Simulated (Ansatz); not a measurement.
**Relative stability**

Two relaxed structures of BH$_{2}$SeS (charge -1), closed shell (PBE0-D4/def2-TZVPD; forces vanish, vibrations not checked).

A:

```
atom    x (Å)    y (Å)    z (Å)
  S1  -0.9052   0.4865  -0.3888
  B2   0.6567   0.1826   0.4216
 Se3   1.2843  -1.6397   0.4208
  H4  -1.3374  -0.7480  -0.8659
  H5   0.1954  -2.4104  -0.3326
```

B:

```json
{"atom": "S1", "x (Å)": "-0.9887", "y (Å)": "0.9283", "z (Å)": "-0.4033"}
{"atom": "B2", "x (Å)": "0.5159", "y (Å)": "0.0864", "z (Å)": "0.2638"}
{"atom": "Se3", "x (Å)": "0.8407", "y (Å)": "-1.7609", "z (Å)": "0.2521"}
{"atom": "H4", "x (Å)": "-1.6343", "y (Å)": "-0.1736", "z (Å)": "-0.8263"}
{"atom": "H5", "x (Å)": "1.2665", "y (Å)": "0.9198", "z (Å)": "0.7137"}
```

Ansatz 0.2.0; basis: def2-TZVPPD; cores frozen in the correlated methods. Filled d shells of the heavier atoms are correlated. The def2 sets are not built for correlating such inner shells, so the correlated values are less sure here. B3LYP uses VWN-RPA correlation.

(1) Which structure is lower at CCSD(T), and by how much? (Judge from chemistry; the value comes from the calculation.)

The T1 diagnostic stays at or below 0.019.

Results:

(1) The calculation gives: B, by 59.24 kcal/mol (electronic energy, against the other). By their contacts, A is BH₂SeS ([SH][B][SeH]), total charge -1 and B is BH₂SeS ([SH][BH][Se]), total charge -1.

All methods give the same order:

```tsv
method	E(B) − E(A) (kcal/mol)
PBE-D4	-54.74
r2SCAN-D4	-58.71
PBE0-D4	-58.85
B3LYP-D4	-58.73
wB97M-V	-60.55
HF	-67.77
MP2	-62.17
CCSD	-60.78
CCSD(T)	-59.24
```

Labels in which every atom is bracketed show which atoms are joined, not bond orders.

For scale, one of the runs: CCSD(T)/def2-TZVPPD, 179 basis functions, launched by `ansatz run in.yaml --threads 2 --pin off --events-out ev --progress --plain --max-ram 4352MiB`. Time: 56 s of wall clock on 2 CPU threads of an Arm Neoverse V2; the host was shared. Peak host memory: 1.6 GiB.
